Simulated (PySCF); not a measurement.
**B³⁺ (boron, charge +3): UHF calculation**

Configuration: 1s2, closed-shell 1S. All numbers are calculated (PySCF 2.14, the spin-free X2C one-electron Hamiltonian (Gaussian nucleus), in ANO-RCC-VTZP).

| Property | Result |
| --- | --- |
| Total energy | -21.992393 hartree |
| One-electron energy | -24.8960 hartree |
| Hartree (Coulomb) energy | 5.8073 hartree |
| Exchange energy | -2.9037 hartree |
| ⟨S²⟩ | 0.0000 |
| ⟨L²⟩ | 0.000 |
| Sum of ⟨r⟩ | 0.6488 bohr |
| Sum of ⟨r²⟩ | 0.2837 bohr² |
| Langevin diamagnetic susceptibility | -0.225 ×10⁻⁶ cm³/mol |

```csv
shell,electrons,mean orbital energy (hartree),"rms radius, mean of both spins (bohr)"
1s,2,-9.54437,0.377
```
